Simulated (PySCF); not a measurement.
Correlation energy of Mo (molybdenum, neutral)

[Kr] 4d5 5p1, high-spin 7P determinant (an excited configuration). Computed with PySCF 2.14 in def2-TZVPPD with the def2 core potential (28 electrons) (6s4p3d2f1g, 56 functions), with scalar relativity through the core potential. Frozen: nothing; 14 electrons correlated.

| level | correlation energy (mhartree) |
| --- | --- |
| CCSD | -343.71 |
| (T) | -9.59 |
| CCSD(T) | -353.30 |

Diagnostics: T1 = 0.024, D1 = 0.1095, largest double amplitude 0.060.

Cost of the coupled-cluster step: about 16 core-seconds, for 14 correlated electrons.

Iterations:

```
CC2 = 0
CCSD nocc = (np.int64(10), np.int64(4)), nmo = (56, 56)
frozen orbitals [[], []]
max_cycle = 100
direct = 0
conv_tol = 1e-08
conv_tol_normt = 1e-06
diis_space = 8
diis_start_cycle = 0
Init t2, MP2 energy = -0.338263885854969
Init E_corr(UCCSD) = -0.33826388589146
cycle = 1  E_corr(UCCSD) = -0.338432504109261  dE = -0.000168618218  norm(t1,t2) = 0.045071
cycle = 2  E_corr(UCCSD) = -0.342658159487007  dE = -0.00422565538  norm(t1,t2) = 0.0161624
cycle = 3  E_corr(UCCSD) = -0.343464286220239  dE = -0.000806126733  norm(t1,t2) = 0.0103289
cycle = 4  E_corr(UCCSD) = -0.343644973520183  dE = -0.0001806873  norm(t1,t2) = 0.00554433
cycle = 5  E_corr(UCCSD) = -0.343473855973756  dE = 0.000171117546  norm(t1,t2) = 0.00445779
cycle = 6  E_corr(UCCSD) = -0.343628667662297  dE = -0.000154811689  norm(t1,t2) = 0.00309198
cycle = 7  E_corr(UCCSD) = -0.343680802016222  dE = -5.21343539e-05  norm(t1,t2) = 0.00239557
cycle = 8  E_corr(UCCSD) = -0.343615501328259  dE = 6.5300688e-05  norm(t1,t2) = 0.00218836
cycle = 9  E_corr(UCCSD) = -0.34368063498023  dE = -6.5133652e-05  norm(t1,t2) = 0.00161775
cycle = 10  E_corr(UCCSD) = -0.343712293880794  dE = -3.16589006e-05  norm(t1,t2) = 0.000584257
cycle = 11  E_corr(UCCSD) = -0.343709835178872  dE = 2.45870192e-06  norm(t1,t2) = 0.000249319
cycle = 12  E_corr(UCCSD) = -0.343708990589345  dE = 8.44589527e-07  norm(t1,t2) = 5.57376e-05
cycle = 13  E_corr(UCCSD) = -0.343708649795454  dE = 3.4079389e-07  norm(t1,t2) = 1.54483e-05
cycle = 14  E_corr(UCCSD) = -0.343708901362374  dE = -2.51566919e-07  norm(t1,t2) = 4.05576e-06
cycle = 15  E_corr(UCCSD) = -0.343708906095636  dE = -4.73326273e-09  norm(t1,t2) = 1.02101e-06
cycle = 16  E_corr(UCCSD) = -0.343708908483665  dE = -2.3880285e-09  norm(t1,t2) = 3.63976e-07
UCCSD converged
E(UCCSD) = -67.80292224155338  E_corr = -0.3437089084836649
UCCSD(T) correction = -0.00959033699717772
```

The basis has no tight functions for the innermost shells, so their pair energies are far from complete.

This basis was not built for core-valence correlation, so the inner-shell part is incomplete.
